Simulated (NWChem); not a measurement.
System: SnNH3OCl2; SMILES [Cl][Sn]([NH2])([OH])[Cl]

NWChem input:

```
start job
memory heap 200 mb stack 900 mb global 1100 mb
geometry units angstroms noautoz
  N      1.698596     0.179516     1.373196
  Sn     0.292218    -0.006249    -0.048021
  O      1.225301     0.115220    -1.771321
  Cl    -1.302352     1.693743     0.056165
  Cl    -0.909265    -2.009169     0.126621
  H      2.627509     0.038535     0.976304
  H      1.570922    -0.479394     2.139608
  H      0.637319     0.359854    -2.496733
end
basis spherical
  * library def2-svp
end
ecp
  Sn library def2-ecp
end
dft
  xc xperdew91 perdew91
  iterations 150
  mulliken
end
task dft energy
```

The geometry was optimised at PBE0/def2-SVP. Not confirmed as a minimum by frequencies. def2 effective core potentials on Sn; no spin-orbit coupling.

Task: Predict the main results of this run. (PW91/def2-SVP with def2 effective core potentials on Sn.) Quantities: energy (Ha); highest occupied level (eV); orbital gap (eV); dipole (D).

Result: 
| Property | Result |
|---|---|
| energy (Ha) | -1266.21 |
| highest occupied level (eV) | -6.68 |
| orbital gap (eV) | 3.71 |
| dipole (D) | 1.61 |
